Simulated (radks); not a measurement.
Charge is removed step by step from the 2p level of Cl3+, starting from [Ne] 3s2 3p2. Method: non-relativistic Kohn-Sham, r2SCAN, spin-unpolarised, spherical densities, point nucleus; meta-GGA in the generalised Kohn-Sham scheme; computed with a radial shooting solver on a logarithmic mesh with Libxc functionals.

| removed (e) | E - E(0) (eV) | eigenvalue (eV) | E minus straight line (eV) |
|---|---|---|---|
| 0 | 0.000 | -239.81 | 0.000 |
| 0.25 | 61.340 | -250.95 | -4.262 |
| 0.5 | 125.49 | -262.28 | -5.716 |
| 0.75 | 192.50 | -273.81 | -4.312 |
| 1 | 262.41 | -285.54 | 0.000 |

Removing the whole electron costs 262.41 eV by Delta-SCF, against 239.81 eV from minus the eigenvalue at the starting occupation. Slater's transition state (half an electron removed) gives 262.28 eV. Integrating minus the eigenvalue over the occupation (Janak's theorem) gives 262.41 eV. The mean slope of the eigenvalue, de/dn, is 45.7 eV per electron.
